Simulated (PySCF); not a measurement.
**Working out the ionisation energy of As⁺**

As⁺ [Ar] 3d10 4s2 4p2 (3P) → As²⁺ [Ar] 3d10 4s2 4p1 (2P). All numbers are calculated (PySCF 2.14, no relativity, point nucleus, in 6-31G*). Frozen: [Ar] 3d10. Energies in hartree (1 hartree = 27.21139 eV):

```json
{"part": "UHF", "As⁺ (lower)": "-2233.554627", "As²⁺ (upper)": "-2232.891813"}
{"part": "CCSD correlation", "As⁺ (lower)": "-0.058681", "As²⁺ (upper)": "-0.048718"}
{"part": "(T)", "As⁺ (lower)": "-0.000670", "As²⁺ (upper)": "-0.000438"}
```

Question: What does Hartree-Fock give?

Answer: (-2232.891813) − (-2233.554627) = 0.662814 hartree = 18.036 eV.

Question: What do CCSD and CCSD(T) give?

Answer: The CCSD correlation energies differ by 0.009963 hartree = 0.271 eV and the triples by 0.000232 hartree = 0.006 eV, so CCSD gives 18.307 eV and CCSD(T) 18.313 eV.

Reference: 18.589 eV (measured; NIST Atomic Spectra Database, ionization energies), between the lowest levels; spin-orbit coupling is absent from the calculation.

The calculation is non-relativistic.

What remains against the reference includes basis incompleteness, the frozen core and higher excitations.
